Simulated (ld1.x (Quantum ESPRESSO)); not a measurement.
Ranking TM semilocal potentials for Pr

All share these settings but for the change named:

* Element: Pr
* Generator: ld1.x (Quantum ESPRESSO) 7.5
* Type: norm-conserving Troullier–Martins (semilocal form)
* Functional: PBEsol
* Relativity: scalar-relativistic
* Frozen core: [Kr] 4d10
* Valence charge: 13
* Reference configuration: 4f2.5 5s2 5p6 5d0.5 6s2 6p0
* Partial waves: 5s (bound): rc 1.35 bohr; 5d (bound): rc 2.55 bohr; 4f (bound): rc 1.05 bohr; 5p (bound): rc 2.10 bohr
* Local potential: the p channel
* Core correction: none

Occupied shells without a wave of their own: 6s. They enter only through the test configuration that unscreens the potential.

Cutoff: the first of the cutoffs (Ry, on a coarse ladder) from which the occupation-weighted sum of valence levels, in a spherical-Bessel basis at the reference potential, stays within 10 and 1 mRy of its value at 400 Ry; the density cutoff is not measured.

The base gives 260 Ry.

Of 6 variants that were run, those that failed, showed a ghost or another fault, or gave nearly equal values are left out.

Task: Rank these variants from softest to hardest (loose cutoff).
A. wave 4f (bound): rc 1.05 bohr becomes 4f (bound): rc 1.00 bohr
B. wave 4f (bound): rc 1.05 bohr becomes 4f (bound): rc 1.22 bohr
C. wave 4f (bound): rc 1.05 bohr becomes 4f (bound): rc 1.58 bohr
D. wave 4f (bound): rc 1.05 bohr becomes 4f (bound): rc 1.42 bohr

Result: C (140 Ry), D (160 Ry), B (200 Ry), A (300 Ry).
